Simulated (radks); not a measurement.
Values are calculated unless marked as measured or tabulated.
The mean radii <r> (bohr) of the occupied orbitals of an atom or ion are listed with their occupations. Level of theory: Dirac Kohn-Sham, LDA (Slater exchange, Perdew-Wang correlation), spin-unpolarised, spherical densities, point nucleus (a radial shooting solver on a logarithmic mesh with Libxc functionals).

| orbital | occ. | <r> |
|---|---|---|
| 1s1/2 | 2 | 0.01804 |
| 2s1/2 | 2 | 0.07562 |
| 2p1/2 | 2 | 0.06248 |
| 2p3/2 | 4 | 0.07056 |
| 3s1/2 | 2 | 0.1971 |
| 3p1/2 | 2 | 0.1871 |
| 3p3/2 | 4 | 0.2020 |
| 3d3/2 | 4 | 0.1765 |
| 3d5/2 | 6 | 0.1811 |
| 4s1/2 | 2 | 0.4407 |
| 4p1/2 | 2 | 0.4451 |
| 4p3/2 | 4 | 0.4788 |
| 4d3/2 | 4 | 0.4936 |
| 4d5/2 | 6 | 0.5051 |
| 5s1/2 | 2 | 1.033 |
| 5p1/2 | 2 | 1.130 |
| 4f5/2 | 6 | 0.5754 |
| 5p3/2 | 4 | 1.228 |
| 4f7/2 | 8 | 0.5842 |
| 5d3/2 | 4 | 1.659 |

Name the element and its charge. Open shells, if any, fill j = l - 1/2 first.

Answer. Z = 75, rhenium, charge +3: Re3+ in [Xe] 4f14 5d4. The 1s radius gives Z: for a bare nucleus <r> = (2 gamma + 1)/(2Z) with gamma = sqrt(1 - (Z/c)^2), 0.01783 bohr for Z = 75, and screening makes it slightly larger (0.01804 here). The occupations add up to 72, and the charge is Z minus that.
